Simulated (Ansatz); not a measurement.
Gas-phase electronic energies from Ansatz, PBE0-D4/def2-TZVP geometries. CCSD(T)/CBS is the MP2 limit (def2-TZVPP, def2-QZVPP) plus CCSD(T) − MP2 in def2-TZVPP, frozen cores. This one scheme is used for every species. DFT in def2-TZVPP. Elements past krypton have def2 core potentials. For Te outer-core shells are correlated without core-valence functions, which leaves a few kJ/mol of doubt a bond.

`C[SiH]1[O][Al]1[TeH]` + PH₃ → `P[TeH]` + `C[SiH]1[O][AlH]1`  (ligand exchange at a Te–Al bond)

`C[SiH]1[O][Al]1[TeH]`:

Cartesian coordinates in Å:
```
C -0.604 -1.893 -0.530
Si 0.664 -0.553 -0.285
O 0.165 1.008 -0.644
Al 0.515 1.297 1.045
Te 0.223 3.477 2.292
H -0.802 -2.016 -1.600
H -0.228 -2.845 -0.147
H -1.544 -1.660 -0.027
H 1.920 -0.963 -0.977
H -0.309 4.148 0.870
```

PH₃:

```xyz
4

P     0.220   -0.399    0.360
H     0.391   -0.448   -1.049
H     0.559    0.978    0.431
H    -1.170   -0.131    0.259
```

`P[TeH]`:

Cartesian coordinates in Å:
```
P -0.061 -0.890 0.286
Te -0.035 1.443 -0.517
H 0.446 -0.609 1.582
H 1.218 -1.239 -0.221
H -1.568 1.295 -1.130
```

`C[SiH]1[O][AlH]1`:

Cartesian coordinates in Å:
```
C 0.022 1.509 -0.303
Si -0.205 -0.330 -0.496
O 1.002 -1.284 0.191
Al -0.322 -1.921 1.130
H -0.858 2.039 -0.679
H 0.181 1.795 0.738
H 0.886 1.836 -0.890
H -0.429 -0.612 -1.945
H -0.277 -3.032 2.255
```

```tsv
level	ΔE (kJ/mol)
PBE0	90.8
SCS-MP2/def2-TZVPP	95.4
CCSD/def2-TZVPP	97.0
HF/CBS(def2)	91.4
```

Problem. What does CCSD(T)/CBS give? (An estimate is asked.)

Solution. Computed: +93.4 kJ/mol. The listed levels differ from it by -2.6, 2.0, 3.6, -2.0 kJ/mol.

Largest T1 diagnostic among the species: 0.015.

In def2-TZVPP, CCSD(T) changes the Hartree–Fock value by +4.1 kJ/mol (the triples alone add +0.7 kJ/mol) and MP2 by +5.2 kJ/mol.
